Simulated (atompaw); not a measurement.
**u(r) = r·R(r): atom against pseudo-atom (platinum (Pt))**

Columns: radius, all-electron u(r) and pseudo u(r) of the 6p shell (level -1.84 eV) of platinum in the configuration [Xe] 4f14 5d9 6s0 6p1; PBE, scalar-relativistic, PAW (atompaw) scheme, atompaw 4.2.0.5.

| r (bohr) | all-electron | pseudo |
| --- | --- | --- |
| 0.115 | -0.0701 | 0.0018 |
| 0.231 | 0.0272 | 0.0073 |
| 0.346 | 0.1159 | 0.0163 |
| 0.462 | 0.0505 | 0.0288 |
| 0.577 | -0.0606 | 0.0442 |
| 0.692 | -0.1466 | 0.0623 |
| 0.808 | -0.1875 | 0.0831 |
| 0.923 | -0.1869 | 0.1057 |
| 1.038 | -0.1564 | 0.1300 |
| 1.154 | -0.1067 | 0.1556 |
| 1.269 | -0.0478 | 0.1819 |
| 1.385 | 0.0151 | 0.2088 |
| 1.500 | 0.0768 | 0.2354 |
| 1.615 | 0.1354 | 0.2618 |
| 1.731 | 0.1900 | 0.2878 |
| 1.846 | 0.2390 | 0.3127 |
| 1.962 | 0.2831 | 0.3367 |
| 2.077 | 0.3216 | 0.3592 |
| 2.192 | 0.3551 | 0.3803 |
| 2.308 | 0.3841 | 0.4000 |
| 2.423 | 0.4086 | 0.4179 |
| 2.538 | 0.4292 | 0.4340 |
| 2.654 | 0.4464 | 0.4485 |
| 2.769 | 0.4602 | 0.4609 |
| 2.885 | 0.4713 | 0.4714 |
| 3.000 | 0.4797 | 0.4797 |

Q: How many radial nodes do the two functions have?

A: The all-electron 6p function has n − l − 1 = 4 (the table is too coarse to show those close to the nucleus); the pseudo-wave has 0, since the states of the same l below it are removed with the core.

Q: Is the pseudo-wave norm-conserving?

A: No, it belongs to a PAW set: the norm inside the radius is not constrained, and the difference is carried by the augmentation charge.
